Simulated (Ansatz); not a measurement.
Cost and result for the atomization energy of C3H8Al, SMILES `[CH2][Al]([CH3])[CH3]` radical (12 atoms, 11 bonds).

```xyz
12

C     0.6950   -0.8983    1.7682
Al    0.0548   -0.0753    0.1407
C    -1.7930    0.5572    0.0358
C     1.2621    0.1243   -1.3852
H     1.7079   -1.2750    1.9097
H     0.0893   -1.0446    2.6625
H    -1.8282    1.6356   -0.1548
H    -2.3257    0.0845   -0.7966
H    -2.3645    0.3646    0.9472
H     1.4097    1.1818   -1.6314
H     0.8443   -0.3412   -2.2844
H     2.2482   -0.3138   -1.2118
```

Total charge 0; spin multiplicity 2. The geometry is a stationary point of PBE0-D4/def2-TZVP. Program: Ansatz. All runs use 4 threads of an Arm Neoverse V2 on a shared host. Times are those of one run each, without the atoms' runs, and a repeat can differ threefold. Electronic energies, without spin–orbit coupling; frozen cores. CCSD(T)/CBS adds CCSD(T) − MP2 in def2-TZVPP to the MP2 limit, and its time is that of the two runs behind it. T1 = 0.010; ⟨S²⟩ of the reference is 0.76. HSE06 is the plane-wave form, built on full-range PBE exchange.

CCSD(T)/CBS is a level of theory with its own doubt, some kJ/mol a heavy atom from the limit and from the frozen cores, so smaller differences don't rank the functionals.

```csv
level,functions,wall time,atomization (kJ/mol),difference from CCSD(T)/CBS,per bond
LDA (SPW92)/def2-TZVPP,247,1.4 s,4780.7,495.4,45.0
revPBE-D4/def2-TZVPP,247,2.4 s,4248.9,-36.4,-3.3
PBE-D4/def2-TZVPP (with forces),247,2.7 s,4330.9,45.6,4.1
BHLYP-D4/def2-TZVPP,247,3.9 s,4221.2,-64.1,-5.8
PBE0-D4/def2-TZVPP,247,4 s,4299.7,14.4,1.3
HSE06-D4/def2-TZVPP,247,4 s,4302.2,16.9,1.5
r2SCANh-D4/def2-TZVPP,247,6.5 s,4303.5,18.2,1.6
CCSD(T)/def2-SVP,100,7 s,4093.7,-191.6,-17.4
ωB97X-V/def2-TZVPP,247,8.5 s,4291.7,6.4,0.6
B97M-V/def2-TZVPP,247,9 s,4312.9,27.6,2.5
MP2/def2-QZVPP,481,18 s,4268.2,-17.1,-1.6
CCSD(T)/def2-TZVPP,247,14 min,4194.6,-90.7,-8.2
CCSD(T)/CBS(def2),–,14 min,4285.3,0.0,0.0
```

The D4 term adds +29.1 kJ/mol with B3LYP and +15.5 kJ/mol with PBE0; it sums over pairs of atoms, weighted by their polarisabilities, and B3LYP, whose exchange is more repulsive, gets the larger term. From BLYP to BHLYP (50 % exact exchange), in def2-TZVPP and without D4, the atomization energy moves by −20.8 kJ/mol: exact exchange takes away binding that semilocal exchange gives to molecules. At CCSD(T), def2-SVP lies −191.6 kJ/mol from the extrapolated value and def2-TZVPP −90.7 kJ/mol: correlation converges slowly with the basis, and small sets miss more of it in the bonded molecule than in its fragments.

B3LYP here is the variant with VWN-RPA as its local correlation; programs differ in this.
